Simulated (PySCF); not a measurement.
A structure optimised at B3LYP-D3(BJ)/def2-SVP, used in a PySCF frequency run:

```
As
F 1 1.7355
F 1 1.7355 2 96.18
F 1 1.7355 2 96.18 3 96.93
```
Charge 0, spin multiplicity 1.

Problem. Write its SMILES, formula and point group.

Solution. F[As](F)F, AsF3, C3v

Problem. What are its rotational constants (standard atomic weights)?

Solution. 5.6858, 5.6858, 3.9867 GHz
